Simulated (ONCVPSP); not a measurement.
Before and after: ONCV potential for iron

| Quantity | Value |
| --- | --- |
| Element | Fe |
| Generator | ONCVPSP 4.0.1 |
| Type | optimised norm-conserving Vanderbilt (ONCV) |
| Functional | PBE |
| Relativity | scalar-relativistic |
| Frozen core | [Ne] |
| Valence charge | 16 |
| Reference configuration | 3s2 3p6 3d6 4s2 |
| Partial waves | 3s+4s: rc 1.10 bohr, ncon 5, nbas 9, qcut 8.4 1/bohr, 2 projectors; 3p: rc 1.15 bohr, ncon 4, nbas 8, qcut 14.6 1/bohr, 1 projector; 3d: rc 1.25 bohr, ncon 4, nbas 8, qcut 12.4 1/bohr, 1 projector |
| Local potential | polynomial inside 0.75 bohr (lpopt 4, dvloc0 2 Ha) |
| Core correction | Teter function, fcfact 4.5, rcfact 1.45 |

Change: all radii but the core radius scaled by about 1.24 (s 1.36, p 1.42, d 1.56 bohr); local potential polynomial inside 0.94 bohr (lpopt 4, dvloc0 2 Ha).

Cutoffs: the cutoffs (Ha) at which the residual kinetic energy of the hardest occupied pseudo-wave falls to 1 and 0.1 mHa per electron; they do not see the model core or the augmentation charge, which bear on the density cutoff. Errors are all-electron minus pseudo energies relative to the spin-unpolarised reference configuration.

How do hardness, ghosts and transferability respond?

The potential gets softer (69 Ha and 176 Ha → 50 Ha and 57 Ha); of the 4 tests that both files solve, the error grows in 3 and shrinks in 0 by more than 15 % and 0.3 meV (median size 0.4 → 2.1 meV); neither file shows a bound ghost. A larger radius leaves more room for a smooth pseudo-wave, so fewer plane waves are needed. More of the atom is replaced by a form fitted at one configuration, so other configurations suffer.

```csv
quantity,base,changed
"cutoff, loose",69 Ha,50 Ha
"cutoff, tight",176 Ha,57 Ha
loose cutoff by channel,"s 69 Ha, p 32 Ha, d 60 Ha","s 28 Ha, p 33 Ha, d 50 Ha"
bound ghosts,none,none
GHOST(+) flags under 300 eV,none,none
"error for 3s2 3p6 3d6 4s1, meV [ΔE 8.73 eV]",-0.1,+0.1
"error for 3s2 3p6 3d6 4s0, meV [ΔE 24.93 eV]",+0.8,+1.9
"error for 3s2 3p6 3d5 4s0, meV [ΔE 59.16 eV]",-6.1,-9.9
"error for 3s2 3p6 3d7 4s1, meV [ΔE -0.79 eV]",+0.1,+2.3
"rms error of d²Exc/dni dnj with the model core, mHa",1.49,1.75
```
